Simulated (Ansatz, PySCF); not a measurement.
Species: H₂Te₂, net charge 0, singlet state. SMILES: [TeH][TeH]
Geometry from a B3LYP-D3(BJ)/def2-TZVP (Ansatz, a program for electronic structure) optimisation:
```
Te
H 1 1.6675
Te 1 2.7310 2 95.57
H 3 1.6675 1 95.57 2 -89.92
```
Charge 0, spin multiplicity 1.

Property: vertical ionisation energy (to the doublet state of charge +1; each state is the SCF solution reached for its spin), in eV. Valence correlation only, unless marked. Open shells are spin-unrestricted. No spin-orbit coupling. The frozen core is the preceding noble-gas configuration, with the filled d and f shells of earlier blocks. In def2 rows, elements after Kr have scalar-relativistic effective core potentials. CBS marks a two-point X^-3 extrapolation of the correlation energy; Hartree-Fock from the larger set. The bracket is a focal-point correction in the basis named.

```tsv
level	program	vertical ionisation energy (eV)
B3LYP/def2-TZVPD	Ansatz	8.60
PBE0/def2-TZVPD	Ansatz	8.63
M06-2X/def2-TZVPD	PySCF	[?]
wB97M-V/def2-TZVPD	Ansatz	8.69
B2PLYP/def2-TZVPD	Ansatz	8.65
CCSD/def2-TZVPPD	Ansatz	[?]
RI-MP2/CBS(def2-TZVPPD,def2-QZVPPD)+[CCSD(T)-MP2]/def2-TZVPPD	Ansatz	[?]
```

Question: Fill in the missing entries.

Answer: 
- M06-2X/def2-TZVPD, vertical ionisation energy (eV): 8.49
- CCSD/def2-TZVPPD, vertical ionisation energy (eV): 8.59
- RI-MP2/CBS(def2-TZVPPD,def2-QZVPPD)+[CCSD(T)-MP2]/def2-TZVPPD, vertical ionisation energy (eV): 8.81
